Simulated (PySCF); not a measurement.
C2H9NOSi, SMILES CO[Si@H](C)N. The structure is a stationary point at PBE0-D3(BJ)/def2-SVP. The structure was generated by enumeration; whether it is a known compound was not checked. The values are those of a single conformer.

Computed equilibrium geometry at PBE0-D3(BJ)/def2-SVP (PySCF confirms it by a frequency run) as bond lengths and angles (one conformer of several):
Atoms: C1 O2 Si3 C4 N5 H6 H7 H8 H9 H10 H11 H12 H13 H14. Bond lengths (Å): C1–O2 1.395, C1–H6 1.107, C1–H7 1.107, C1–H8 1.102, O2–Si3 1.675, Si3–C4 1.870, Si3–N5 1.724, Si3–H9 1.487, C4–H10 1.101, C4–H11 1.101, C4–H12 1.102, N5–H13 1.013, N5–H14 1.012. Angles (°): O2–C1–H6 112.2, O2–C1–H7 112.2, O2–C1–H8 109.3, H6–C1–H7 107.7, H6–C1–H8 107.7, H7–C1–H8 107.5, C1–O2–Si3 123.4, O2–Si3–C4 110.4, O2–Si3–N5 113.9, O2–Si3–H9 102.6, C4–Si3–N5 107.3, C4–Si3–H9 113.0, N5–Si3–H9 109.7, Si3–C4–H10 111.1, Si3–C4–H11 110.5, Si3–C4–H12 111.3, H10–C4–H11 108.3, H10–C4–H12 107.9, H11–C4–H12 107.6, Si3–N5–H13 122.1, Si3–N5–H14 121.9, H13–N5–H14 111.7.
